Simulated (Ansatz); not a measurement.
A short molecular-dynamics run on `FC(F)(F)c1cc2sc(-c3cc4sc(-c5cc6sc(-c7cc8sc(C(F)(F)F)cc8s7)cc6s5)cc4s3)cc2s1`.

```yaml
crystal:
  periodic: [false, false, false]
  atoms:
    - {symbol: F, position_ang: [13.430432, -0.759519, 0.464640]}
    - {symbol: C, position_ang: [12.893901, 0.264735, -0.244804]}
    - {symbol: F, position_ang: [13.336024, 0.158423, -1.518154]}
    - {symbol: F, position_ang: [13.404726, 1.406276, 0.278980]}
    - {symbol: C, position_ang: [11.396770, 0.251414, -0.204193]}
    - {symbol: C, position_ang: [10.547018, 0.074685, -1.282453]}
    - {symbol: C, position_ang: [9.190176, 0.104430, -0.866056]}
    - {symbol: S, position_ang: [7.650435, -0.038937, -1.662714]}
    - {symbol: C, position_ang: [6.792283, 0.139479, -0.127539]}
    - {symbol: C, position_ang: [5.349413, 0.107195, -0.096252]}
    - {symbol: C, position_ang: [4.504591, 0.600076, 0.900134]}
    - {symbol: C, position_ang: [3.143466, 0.378956, 0.584760]}
    - {symbol: S, position_ang: [1.627011, 0.743874, 1.356205]}
    - {symbol: C, position_ang: [0.720997, 0.011181, 0.024634]}
    - {symbol: C, position_ang: [-0.720011, -0.017384, 0.051510]}
    - {symbol: C, position_ang: [-1.586507, -0.435136, -0.963414]}
    - {symbol: C, position_ang: [-2.940393, -0.323171, -0.572078]}
    - {symbol: S, position_ang: [-4.471580, -0.656949, -1.330040]}
    - {symbol: C, position_ang: [-5.350195, -0.113345, 0.106179]}
    - {symbol: C, position_ang: [-6.791624, -0.140850, 0.116003]}
    - {symbol: C, position_ang: [-7.657886, -0.490717, -0.920873]}
    - {symbol: C, position_ang: [-9.014676, -0.395639, -0.521314]}
    - {symbol: S, position_ang: [-10.544422, -0.672246, -1.302596]}
    - {symbol: C, position_ang: [-11.398078, -0.218666, 0.160862]}
    - {symbol: C, position_ang: [-12.894473, -0.263597, 0.200950]}
    - {symbol: F, position_ang: [-13.447395, 0.445607, -0.813547]}
    - {symbol: F, position_ang: [-13.369771, -1.529524, 0.091508]}
    - {symbol: F, position_ang: [-13.354876, 0.245978, 1.365712]}
    - {symbol: C, position_ang: [-10.557230, 0.128644, 1.204886]}
    - {symbol: C, position_ang: [-9.197176, 0.026950, 0.812034]}
    - {symbol: S, position_ang: [-7.664600, 0.302795, 1.588619]}
    - {symbol: C, position_ang: [-4.484530, 0.299672, 1.121417]}
    - {symbol: C, position_ang: [-3.129594, 0.179776, 0.734558]}
    - {symbol: S, position_ang: [-1.599217, 0.508115, 1.493439]}
    - {symbol: C, position_ang: [1.568404, -0.487998, -0.968855]}
    - {symbol: C, position_ang: [2.929283, -0.273888, -0.649960]}
    - {symbol: S, position_ang: [4.446149, -0.641486, -1.420152]}
    - {symbol: C, position_ang: [7.666443, 0.316079, 0.945248]}
    - {symbol: C, position_ang: [9.018980, 0.301462, 0.520253]}
    - {symbol: S, position_ang: [10.556019, 0.453518, 1.322189]}
    - {symbol: H, position_ang: [10.905234, -0.066456, -2.309403]}
    - {symbol: H, position_ang: [4.871043, 1.119768, 1.794794]}
    - {symbol: H, position_ang: [-1.240113, -0.790019, -1.941802]}
    - {symbol: H, position_ang: [-7.309747, -0.795181, -1.916544]}
    - {symbol: H, position_ang: [-10.924184, 0.437230, 2.191297]}
    - {symbol: H, position_ang: [-4.834960, 0.675856, 2.091633]}
    - {symbol: H, position_ang: [1.204962, -0.990418, -1.874098]}
    - {symbol: H, position_ang: [7.329478, 0.418913, 1.984409]}
basis:
  gaussian: {orbitals: def2-SVP, fitting: {mean_field: def2-universal-jkfit}}
hamiltonian: {xc: {name: r2SCAN}}
md: {timestep: 0.5 fs, n_steps: 15, ensemble: nvt_langevin, temperature: 1000, initial_velocities: maxwell_boltzmann, friction: 0.01, seed: 859}
scf: {omitted_lower_state_checks: [starts]}
```

```sh
$ ansatz run in.yaml --threads 2 --pin off --events-out ev --progress --plain --max-ram 20480MiB --backend cuda --devices 0, --max-vram 18GiB
```

```csv
step,time (fs),potential energy (eV),kinetic (eV),T (K)
0,0.0,-129989.9669,6.0752,979
1,0.5,-129989.9012,6.0141,969
2,1.0,-129989.7141,5.7941,934
3,1.5,-129989.4417,5.3914,869
4,2.0,-129989.1408,5.0856,820
5,2.5,-129988.8515,4.8621,784
6,3.0,-129988.5818,4.7708,769
7,3.5,-129988.3304,4.4126,711
8,4.0,-129988.0811,4.1199,664
9,4.5,-129987.8160,3.9564,638
10,5.0,-129987.5274,3.7609,606
11,5.5,-129987.2347,3.4055,549
12,6.0,-129986.9676,3.1352,505
13,6.5,-129986.7479,2.9770,480
14,7.0,-129986.5952,2.7964,451
15,7.5,-129986.5261,2.6595,429
```

Velocities are drawn at the set temperature; a run this short doesn't reach equilibrium. Under Langevin dynamics the printed temperature counts 3N degrees of freedom, so it starts below the set value.

Frames (Å, forces in eV/Å):

```xyz
48
time=0.0 fs
F    13.430   -0.760    0.465   -0.153    0.399   -0.263
C    12.894    0.265   -0.245    0.147   -0.002    0.011
F    13.336    0.158   -1.518   -0.143    0.037    0.476
F    13.405    1.406    0.279   -0.148   -0.435   -0.187
C    11.397    0.251   -0.204   -0.058   -0.020   -0.118
C    10.547    0.075   -1.282    0.081    0.010    0.056
C     9.190    0.104   -0.866    0.029    0.029    0.179
S     7.650   -0.039   -1.663    0.092    0.029    0.201
C     6.792    0.139   -0.128    0.115    0.013    0.074
C     5.349    0.107   -0.096   -0.112    0.022    0.082
C     4.505    0.600    0.900    0.035   -0.008   -0.031
C     3.143    0.379    0.585    0.026   -0.083   -0.157
S     1.627    0.744    1.356    0.087   -0.085   -0.194
C     0.721    0.011    0.025    0.097   -0.054   -0.066
C    -0.720   -0.017    0.052   -0.092   -0.044   -0.075
C    -1.587   -0.435   -0.963    0.024    0.027    0.040
C    -2.940   -0.323   -0.572    0.041    0.063    0.168
S    -4.472   -0.657   -1.330    0.082    0.080    0.181
C    -5.350   -0.113    0.106    0.093    0.029    0.093
C    -6.792   -0.141    0.116   -0.097   -0.041   -0.084
C    -7.658   -0.491   -0.921    0.050    0.014    0.044
C    -9.015   -0.396   -0.521    0.015    0.056    0.182
S   -10.544   -0.672   -1.303    0.044    0.078    0.211
C   -11.398   -0.219    0.161    0.057    0.027    0.118
C   -12.894   -0.264    0.201   -0.143   -0.006   -0.007
F   -13.447    0.446   -0.814    0.162   -0.280    0.378
F   -13.370   -1.530    0.092    0.127    0.477    0.030
F   -13.355    0.246    1.366    0.150   -0.193   -0.431
C   -10.557    0.129    1.205   -0.080   -0.018   -0.065
C    -9.197    0.027    0.812   -0.038   -0.064   -0.178
S    -7.665    0.303    1.589   -0.080   -0.051   -0.195
C    -4.485    0.300    1.121   -0.041   -0.011   -0.053
C    -3.130    0.180    0.735   -0.036   -0.072   -0.168
S    -1.599    0.508    1.493   -0.093   -0.072   -0.194
C     1.568   -0.488   -0.969   -0.030    0.028    0.024
C     2.929   -0.274   -0.650   -0.027    0.071    0.163
S     4.446   -0.641   -1.420   -0.090    0.107    0.184
C     7.666    0.316    0.945   -0.037    0.000   -0.024
C     9.019    0.301    0.520   -0.015   -0.030   -0.175
S    10.556    0.454    1.322   -0.039   -0.034   -0.217
H    10.905   -0.066   -2.309   -0.065    0.030    0.212
H     4.871    1.120    1.795   -0.070   -0.112   -0.203
H    -1.240   -0.790   -1.942   -0.066    0.076    0.203
H    -7.310   -0.795   -1.917   -0.071    0.065    0.204
H   -10.924    0.437    2.191    0.066   -0.062   -0.205
H    -4.835    0.676    2.092    0.069   -0.078   -0.199
H     1.205   -0.990   -1.874    0.071    0.110    0.199
H     7.329    0.419    1.984    0.063   -0.025   -0.226
48
time=2.5 fs
F    13.457   -0.748    0.480   -1.055    0.811   -0.964
C    12.830    0.302   -0.252    4.422   -2.107   -0.152
F    13.311    0.154   -1.552   -0.734    0.441    1.507
F    13.384    1.371    0.301   -0.178    0.829   -0.275
C    11.422    0.235   -0.199   -3.347    0.075   -0.319
C    10.565    0.059   -1.285   -0.595    0.147    0.872
C     9.197    0.095   -0.877    0.606    0.014    0.538
S     7.676   -0.028   -1.654   -0.663   -0.149   -0.537
C     6.801    0.116   -0.130   -0.832   -0.088   -0.447
C     5.352    0.096   -0.088    0.323   -0.148   -0.619
C     4.527    0.605    0.902   -1.016   -0.821   -1.057
C     3.163    0.364    0.572   -0.391    0.730    1.168
S     1.624    0.765    1.365    0.452   -0.499   -0.814
C     0.691    0.019    0.028    3.523   -0.270   -1.212
C    -0.699   -0.024    0.044   -2.067    0.080    0.140
C    -1.581   -0.426   -0.960   -0.165   -0.472   -1.158
C    -2.958   -0.312   -0.573    1.242   -0.232   -0.436
S    -4.478   -0.662   -1.306   -0.074   -0.162   -0.400
C    -5.334   -0.128    0.116   -0.887    0.274    0.384
C    -6.781   -0.107    0.123   -0.252   -0.626   -0.383
C    -7.676   -0.499   -0.883    2.002   -0.122   -2.243
C    -8.999   -0.375   -0.517   -1.042   -0.345   -0.139
S   -10.523   -0.656   -1.297   -0.099   -0.266   -0.506
C   -11.391   -0.237    0.143   -0.920    0.387    0.839
C   -12.906   -0.248    0.213    0.066   -1.364   -0.934
F   -13.456    0.430   -0.821    0.151   -0.042    0.648
F   -13.393   -1.554    0.073    0.522    1.521    0.455
F   -13.352    0.249    1.375    0.123   -0.230   -0.582
C   -10.577    0.128    1.187    2.936   -0.964   -2.909
C    -9.176    0.021    0.788   -1.819    0.523    1.316
S    -7.670    0.313    1.583    0.064    0.086    0.075
C    -4.497    0.289    1.147    0.218    0.470    0.113
C    -3.142    0.175    0.715    0.253    0.532    1.404
S    -1.591    0.512    1.483   -0.476   -0.136   -0.195
C     1.609   -0.454   -0.997   -1.700    0.804    2.363
C     2.935   -0.272   -0.646    0.654    0.142   -0.041
S     4.438   -0.649   -1.427    0.324    0.182    0.335
C     7.641    0.271    0.941    1.226    0.253    0.952
C     9.003    0.273    0.501    0.361    0.159    0.686
S    10.543    0.458    1.328   -0.068   -0.215   -0.576
H    10.853   -0.073   -2.317    0.438   -0.042   -0.286
H     4.875    1.090    1.782    0.356    0.514    0.819
H    -1.212   -0.787   -1.971   -0.532    0.425    1.202
H    -7.386   -0.791   -1.947   -0.030    0.316    1.465
H   -10.768    0.510    2.111   -1.414    0.947    2.856
H    -4.894    0.755    2.097    0.614   -0.624   -0.930
H     1.324   -0.983   -1.861   -0.699   -0.623   -1.231
H     7.317    0.376    2.002    0.179   -0.117   -0.791
48
time=5.0 fs
F    13.476   -0.733    0.497   -1.440    0.533   -1.385
C    12.790    0.322   -0.264    7.078   -3.060   -0.194
F    13.282    0.151   -1.583   -0.897    0.673    2.109
F    13.365    1.337    0.323   -0.105    1.951   -0.399
C    11.432    0.219   -0.200   -5.537    0.116   -0.033
C    10.573    0.050   -1.279   -0.815   -0.018    0.095
C     9.204    0.085   -0.884    0.711    0.057    1.165
S     7.701   -0.019   -1.648   -1.436   -0.254   -1.072
C     6.799    0.098   -0.131   -0.814   -0.222   -1.042
C     5.361    0.088   -0.084    0.142   -0.276   -1.082
C     4.545    0.607    0.900   -1.022   -0.521   -0.172
C     3.181    0.354    0.569   -0.689    1.200    1.819
S     1.623    0.785    1.371    0.671   -0.810   -1.258
C     0.674    0.029    0.024    5.567   -0.215   -1.657
C    -0.691   -0.030    0.033   -2.974    0.248    0.448
C    -1.575   -0.420   -0.963   -0.900   -0.240   -0.485
C    -2.962   -0.296   -0.572    1.586   -0.651   -1.260
S    -4.486   -0.668   -1.283   -0.007   -0.352   -0.862
C    -5.323   -0.144    0.130   -1.442    0.516    0.556
C    -6.771   -0.074    0.123   -0.454   -1.166   -0.443
C    -7.679   -0.512   -0.856    2.484    0.376   -2.102
C    -8.985   -0.357   -0.516   -1.654   -0.663   -0.370
S   -10.501   -0.640   -1.292   -0.283   -0.592   -1.226
C   -11.391   -0.249    0.124   -1.329    0.673    1.460
C   -12.916   -0.236    0.225    0.190   -2.269   -1.754
F   -13.468    0.413   -0.827    0.132    0.194    0.869
F   -13.416   -1.575    0.057    0.796    2.114    0.797
F   -13.352    0.249    1.385    0.092   -0.221   -0.669
C   -10.581    0.123    1.162    3.051    1.065    1.336
C    -9.163    0.015    0.772   -2.639    0.915    2.270
S    -7.673    0.318    1.574    0.195    0.259    0.417
C    -4.510    0.282    1.171    1.183   -0.051   -1.511
C    -3.155    0.174    0.696    0.543    1.135    2.939
S    -1.579    0.516    1.470   -0.837   -0.182   -0.155
C     1.645   -0.418   -1.016   -3.686   -0.398    1.130
C     2.946   -0.269   -0.647    1.250    0.275    0.080
S     4.437   -0.658   -1.434    0.591    0.273    0.462
C     7.620    0.221    0.939    2.391    0.408    0.186
C     8.986    0.249    0.495    0.834    0.203    0.988
S    10.533    0.464    1.327   -0.126   -0.358   -0.668
H    10.830   -0.086   -2.332    0.480    0.035    0.181
H     4.903    1.083    1.812    0.015    0.103   -0.025
H    -1.206   -0.756   -1.943   -0.282    0.046    0.217
H    -7.469   -0.775   -1.904    0.700   -0.090    0.351
H   -10.690    0.652    2.154   -1.059   -0.945   -0.972
H    -4.914    0.792    2.044    0.283   -0.158    0.278
H     1.393   -1.018   -1.906   -0.388    0.403    0.224
H     7.300    0.333    1.963   -0.149   -0.055    0.418
48
time=7.5 fs
F    13.486   -0.719    0.513   -1.480    0.050   -1.758
C    12.787    0.323   -0.277    5.860   -3.687    0.073
F    13.251    0.151   -1.609   -0.657    0.752    2.432
F    13.342    1.307    0.346    0.187    2.996   -0.496
C    11.416    0.203   -0.201   -4.210    0.327    0.253
C    10.573    0.050   -1.278   -1.057   -0.218   -0.658
C     9.207    0.083   -0.885    0.633    0.039    1.508
S     7.720   -0.013   -1.645   -2.053   -0.280   -1.391
C     6.801    0.085   -0.134   -0.676   -0.305   -1.184
C     5.371    0.089   -0.079    0.204   -0.629   -1.802
C     4.560    0.601    0.894   -0.617    0.304    1.644
C     3.198    0.351    0.573   -1.052    1.227    1.763
S     1.618    0.809    1.374    0.974   -1.078   -1.594
C     0.686    0.034    0.012    4.975   -0.016   -1.628
C    -0.693   -0.034    0.020   -2.081    0.433    0.728
C    -1.575   -0.418   -0.969   -1.371    0.096    0.449
C    -2.956   -0.285   -0.578    0.978   -0.726   -1.103
S    -4.496   -0.678   -1.264    0.202   -0.442   -1.081
C    -5.321   -0.157    0.149   -1.535    0.562    0.275
C    -6.765   -0.049    0.120   -0.434   -1.484   -0.196
C    -7.666   -0.524   -0.836    1.495    1.118   -0.314
C    -8.976   -0.348   -0.512   -1.509   -0.945   -0.787
S   -10.485   -0.629   -1.292   -0.475   -0.803   -1.632
C   -11.404   -0.256    0.107   -0.659    0.891    2.036
C   -12.926   -0.237    0.223    0.091   -2.512   -1.758
F   -13.480    0.399   -0.829    0.060    0.343    0.856
F   -13.437   -1.589    0.049    0.943    2.338    0.928
F   -13.357    0.247    1.390    0.186   -0.322   -0.932
C   -10.568    0.122    1.141    2.080    1.907    2.378
C    -9.164    0.014    0.762   -2.470    1.155    2.878
S    -7.677    0.325    1.563    0.199    0.418    0.737
C    -4.514    0.275    1.183    1.746   -0.474   -2.426
C    -3.162    0.180    0.690    0.903    1.212    3.095
S    -1.570    0.520    1.457   -0.983   -0.196   -0.098
C     1.666   -0.383   -1.029   -3.976   -1.344    0.347
C     2.969   -0.268   -0.650    0.854    0.570    0.487
S     4.439   -0.665   -1.438    0.952    0.339    0.491
C     7.610    0.176    0.944    2.743    0.512   -0.648
C     8.969    0.229    0.497    1.403    0.238    1.014
S    10.523    0.473    1.322   -0.178   -0.504   -0.559
H    10.835   -0.089   -2.342    0.356    0.098    0.593
H     4.953    1.065    1.857   -0.586   -0.459   -1.318
H    -1.221   -0.732   -1.919    0.184   -0.418   -1.086
H    -7.534   -0.759   -1.837    1.515   -0.791   -2.179
H   -10.671    0.747    2.145   -0.949   -1.789   -1.969
H    -4.937    0.819    1.986   -0.033    0.415    1.338
H     1.438   -1.043   -1.928   -0.310    1.084    0.984
H     7.280    0.294    1.940   -0.370   -0.004    1.313
```

Hardware: 2 threads of AMD EPYC 7R13 on a shared host and a share (18 GiB) of an NVIDIA H100 80GB HBM3. Wall time 2 min, peak host memory 1.3 GiB.
